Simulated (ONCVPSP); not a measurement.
Configuration tests for silver (Ag) (ONCV)

silver, optimised norm-conserving Vanderbilt (ONCV), made with ONCVPSP 4.0.1 (LDA (Perdew-Wang 92), scalar-relativistic). Core [Kr], reference 4d9 5s2. Waves: 5s: rc 2.55 bohr, ncon 5, nbas 9, qcut 2.2 1/bohr, 2 projectors, debl 0.4 Ha; p scattering state at 0.22 Ha: rc 2.00 bohr, ncon 3, nbas 7, qcut 3.8 1/bohr, 2 projectors, debl 3 Ha; 4d: rc 1.10 bohr, ncon 3, nbas 6, qcut 7.9 1/bohr, 2 projectors, debl 1 Ha. Local part: polynomial inside 1.00 bohr (lpopt 5, dvloc0 1 Ha). Core correction: Teter function, fcfact 4.5, rcfact 1.5.

Energies are relative to the spin-unpolarised reference configuration 4d9 5s2; without spin polarisation the order of configurations can differ from experiment.

```csv
valence configuration,charge,ΔE all-electron (eV),error AE − PS (meV)
4d10 5s1,0,-3.969,-59
4d10 5s0,+1,4.127,-101
4d9 5s0,+2,26.512,-29
```

Problem. What are ΔE and the potential's error for 4d10 5s0.5?

Solution. ΔE = -0.787 eV all-electron; the error (AE − PS) is -77 meV.

Levels in the configuration 4d10 5s1:

```csv
level,all-electron (eV),pseudo (eV)
4d,-7.662,-7.588
5s,-4.713,-4.742
```

Note: ghosts flagged at negative energy: s at -212.4 eV, p at -7.5 eV; GHOST(+) flagged for s at 82.4 eV. A true bound ghost makes a file unfit for plane-wave use.
